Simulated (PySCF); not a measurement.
# Atomic charges by several schemes

Species: C₃H₃FN₂S.
Cartesian coordinates in Å at the GFN2-xTB level; atoms count from 1:
```xyz
10
C3H3FN2S angstrom
C     -1.6418   -0.0037    0.0202
C     -0.1730   -0.1772   -0.0464
N      0.3751   -1.3205   -0.3515
S      2.0046   -1.2122   -0.3465
C      1.8704    0.4723    0.0936
F      2.9224    1.2329    0.2765
N      0.6563    0.8673    0.2141
H     -1.9496    0.7642   -0.6865
H     -1.9241    0.3246    1.0182
H     -2.1314   -0.9431   -0.2143
```

Density: PBE0/pcSseg-1 (PySCF); schemes: Mulliken, IAO, Hirshfeld and ESP-fitted. Geometry: GFN2-xTB; no solvent, vibrations or thermal averaging.

Question: For which atoms does the sign change between the 4 schemes (beyond +0.03 e in one, beyond −0.03 e in another)?

Answer: For none.

Question: Do the Mulliken, IAO, Hirshfeld and ESP-fitted schemes agree on where the charge is lowest?

Answer: The schemes don't all agree: Mulliken N3 (-0.503); IAO N3 (-0.485); Hirshfeld N3 (-0.210); ESP-fitted C1 (-0.697).

Question: What partial charge does each atom carry?

Answer: In e:

```tsv
atom	environment	Mulliken	IAO	Hirshfeld	ESP-fitted
C1	benzylic-type carbon	-0.142	-0.438	-0.114	-0.697
C2	substituted aromatic carbon	+0.172	+0.240	+0.112	+0.744
N3	pyridine-type nitrogen	-0.503	-0.485	-0.210	-0.503
S4	ring sulfur	+0.349	+0.453	+0.160	+0.139
C5	aromatic C–F carbon	+0.304	+0.274	+0.128	+0.413
F6	aryl fluorine	-0.208	-0.219	-0.051	-0.122
N7	pyridine-type nitrogen	-0.396	-0.335	-0.196	-0.570
H8	methyl hydrogen	+0.143	+0.169	+0.058	+0.206
H9	methyl hydrogen	+0.143	+0.169	+0.058	+0.205
H10	methyl hydrogen	+0.139	+0.171	+0.055	+0.185
```

Mean size of the charges over all atoms: ESP-fitted 0.378 e, IAO 0.295 e, Mulliken 0.250 e, Hirshfeld 0.114 e. Each set sums to the total charge, 0, to within 0.001 e. The Mulliken scheme gives each basis function's population to the atom it is centred on and halves the overlap population of two atoms between them. The Hirshfeld scheme weights the molecular density at each point by an atom's share of the summed free-atom densities.

Question: Sum the charges by element, for elements with more than one atom.

Answer: 
```csv
element,atoms,Mulliken,IAO,Hirshfeld,ESP-fitted
C,3,+0.334,+0.076,+0.126,+0.460
N,2,-0.899,-0.819,-0.406,-1.073
H,3,+0.424,+0.509,+0.170,+0.596
```

Question: How closely do the schemes follow one another over all atoms?

Answer: Correlation coefficient and root-mean-square difference: Mulliken with Hirshfeld 0.98, 0.156 e; IAO with Hirshfeld 0.97, 0.197 e; Mulliken with IAO 0.95, 0.105 e; Hirshfeld with ESP-fitted 0.88, 0.333 e; IAO with ESP-fitted 0.87, 0.225 e; Mulliken with ESP-fitted 0.81, 0.272 e.

Question: How many electrons does the ESP-fitted scheme count on C2?

Answer: Z − q = 6 − (+0.744) = 5.256.

These values come from a run that also computed NMR shieldings. Hardware: an Intel Xeon Platinum 8488C with one thread, shared host. Cost: 19 s of wall time (grids of density and orbitals included), 0.68 GiB resident at most.
